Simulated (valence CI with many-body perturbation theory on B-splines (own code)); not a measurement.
Values are calculated unless marked as measured or tabulated.
## Sensitivity of CI+MBPT for Cr¹⁰⁺

Level of theory: configuration interaction combined with many-body perturbation theory (CI+MBPT): four valence electrons over a frozen Dirac-Fock core [Ne], radial functions for each j: 6 s, 6 p, 5 d, 3 f, 1 g, with the one-electron correlation potential Σ1, the two-electron term Σ2, the three-electron term Σ3, Breit, model QED; selected CI, second order for the rest, scaled by the run's own slope (own B-spline code, finite nucleus).

No measured spectrum was set against this ion. As an estimate, levels of excited configurations hold to 0.05 to 0.15 % of their energy, terms of the ground configuration to about 0.5 %.

The reference run has the lowest level 3s2 3p2 3P_0 and an ionisation energy of 269.813 eV. Its largest variational space holds 10001 state functions.

Names give the largest LS component (configuration and term), which can be under half, so a name can repeat, a term be missing and a line seem to break the LS rules; names also repeat where a configuration has a term twice.

Changed runs:
A. selection threshold (hartree) 2e-08 → 1e-05; orbitals per symmetry with explicit Σ2 and valence Breit (the others get mean screening factors) 5 → 4
B. Davidson tolerance 2e-05 → 0.001
C. shift of the energy in Σ1 (hartree) 0 → 2.178
D. Davidson tolerance 2e-05 → 0.03 (bad on purpose)

Excitation energies of the reference run in cm⁻¹, and shifts in cm⁻¹:

| Level | Reference | A | B | C | D |
| --- | --- | --- | --- | --- | --- |
| 3s2 3p2 3P_1 | 5530 | -1.4 | 0 | +3.1 | +0.2 |
| 3s2 3p2 3P_2 | 12004 | -2.6 | 0 | +5.6 | -0.4 |
| 3s2 3p2 1D_2 | 37270 | -1.3 | 0 | +8.6 | -0.9 |
| 3s2 3p2 1S_0 | 75450 | +4.1 | 0 | +11 | -0.4 |
| 3s 3p3 5S°_2 | 177941 | -4.4 | 0 | -6.7 | -0.7 |
| 3s 3p3 3D°_1 | 242344 | -1.8 | 0 | -0.7 | -0.2 |
| 3s 3p3 3D°_2 | 242453 | -2.7 | 0 | -0.7 | -1.9 |
| 3s 3p3 3D°_3 | 243924 | -4.1 | 0 | +0.4 | -1.6 |
| 3s 3p3 3P°_0 | 278271 | -2.3 | 0 | +3.0 | -0.2 |
| 3s 3p3 3P°_1 | 278600 | -2.9 | 0 | +3.3 | -0.4 |
| 3s 3p3 3P°_2 | 278891 | -2.1 | 0 | +3.6 | -2.4 |
| 3s 3p3 1D°_2 | 306653 | -6.3 | 0 | +6.3 | -3.5 |
| Ionisation energy (eV) | 269.813 | +0.0042 | 0 | +0.042 | +6.5e-05 |

No effect on these energies: B.
